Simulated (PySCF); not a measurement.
C3H6GeO, SMILES C#C[CH2][GeH2][OH]. Geometry: PBE-D3(BJ)/def2-SVP. This is a generated structure with no PubChem entry under its InChIKey; it may be hypothetical. One conformer was computed; it need not be the lowest.

Question: Give the equilibrium geometry at PBE-D3(BJ)/def2-SVP (PySCF confirms it by a frequency run) as Cartesian coordinates in Å, and its point group. (The exact figures need the calculation; the answer reports its results.)

Answer: Several could match; the one computed here: point group Cs.
```xyz
11

C     -0.2720    -3.1675     0.0000
C      0.3286    -2.1007     0.0000
C      0.9816    -0.8059     0.0000
Ge    -0.3616     0.6467     0.0000
O      0.6566     2.1391     0.0000
H     -0.7862    -4.1177     0.0000
H      1.6251    -0.6671     0.8943
H      1.6251    -0.6671    -0.8943
H     -1.2410     0.5719     1.2818
H     -1.2410     0.5719    -1.2818
H      0.1078     2.9444     0.0000
```
